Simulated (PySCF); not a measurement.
Orbital picture of InN⁺

BP86 at R = 2.882 Å; In cc-pVDZ-PP with ECP28, N cc-pVDZ; scalar-relativistic core potentials (PySCF 2.14). State: ⁴Σ⁻ (quartet), unpaired electrons σ ↑, π ↑↑. Only the outer orbitals are listed, counted within each symmetry, core potentials removing the inner ones.

```
spin  orbital  occ.  ε (eV)  on In (%)  main shells (%)
   α       6σ     1  -15.25         81  81 In s, 18 N p
   α       3π     1  -13.41          1           99 N p
   α       3π     1  -13.41          1           99 N p
   α       7σ     1  -13.34         25  75 N p, 19 In s
   α       4π     0   -8.32         99          99 In p
   α       4π     0   -8.32         99          99 In p
   α       8σ     0   -7.71         95          94 In p
   β       5σ     1  -20.83          3           97 N s
   β       6σ     1  -14.89         97          97 In s
   β       7σ     0  -10.06         30  69 N p, 28 In p
   β       3π     0   -9.38         17  83 N p, 16 In p
   β       3π     0   -9.38         17  83 N p, 16 In p
```

Problem. Which are the highest filled and the lowest empty level, where do they sit, and how wide is the gap?

Solution. Highest filled α 7σ at -13.34 eV (in %: 75 N p, 19 In s); lowest empty β 7σ at -10.06 eV (in %: 69 N p, 28 In p); the gap at BP86 is 3.28 eV.

The bond order (Mayer) is 0.24 and the ⟨S²⟩ is 3.753. The charge on In (Mulliken, basis-dependent) is 0.92, the charge on In (Löwdin, basis-dependent) is 0.87 and the dipole moment (positive dipole points towards N; it is taken about the centre of mass and depends on that origin) is -0.35 D.

Spin–orbit coupling is left out. The state is the lowest determinant that a PBE0 search found; another state may lie lower at other levels.
